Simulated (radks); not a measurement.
Task: The mean radii <r> (bohr) of the occupied orbitals of an atom or ion are listed with their occupations. Calculated with a radial shooting solver on a logarithmic mesh with Libxc functionals: non-relativistic Kohn-Sham, BLYP, spin-unpolarised, spherical densities, point nucleus.

| orbital | occ. | <r> |
|---|---|---|
| 1s | 2 | 0.05914 |
| 2s | 2 | 0.2701 |
| 2p | 6 | 0.2367 |
| 3s | 2 | 0.8134 |
| 3p | 6 | 0.8499 |
| 3d | 5 | 1.007 |
| 4s | 1 | 2.423 |

Name the element and its charge.

Result: Z = 26, iron, charge +2: Fe2+ in [Ar] 3d5 4s1. The 1s radius gives Z: for a bare nucleus <r> = 1.5/Z, 0.05769 bohr for Z = 26, and screening makes it slightly larger (0.05914 here). The occupations add up to 24, and the charge is Z minus that.
